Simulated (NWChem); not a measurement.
# SiP2H6; SMILES P[SiH2]P

```xyz
9

Si     0.0000     0.0000    -0.8195
P     -1.9727     0.0000     0.3323
P      1.9727     0.0000     0.3323
H      0.0000     1.2186    -1.7043
H      0.0000    -1.2186    -1.7043
H     -1.5403    -1.0441     1.2280
H     -1.5403     1.0441     1.2280
H      1.5403     1.0441     1.2280
H      1.5403    -1.0441     1.2280
```
Atoms are numbered in this order, from 1.

Results from NWChem. Pople sets run with spherical d functions. Geometry: optimised at PBE-D3(BJ)/def2-SVP. B3LYP is NWChem's, with the RPA form of VWN correlation. Ions are spin-unrestricted doublets at the neutral geometry; other ion states weren't tried.

### Question
Among these, which level gives the highest value of “−ε(HOMO) (eV)”?
A) B3LYP/6-31G*
B) BHandHLYP/6-31G*
C) r2SCAN/6-31G*
D) LRC-wPBEh/6-31G*

### Answer
D, LRC-wPBEh/6-31G*. Values: r2SCAN/6-31G* 6.30; B3LYP/6-31G* 6.85; BHandHLYP/6-31G* 8.00; LRC-wPBEh/6-31G* 8.88
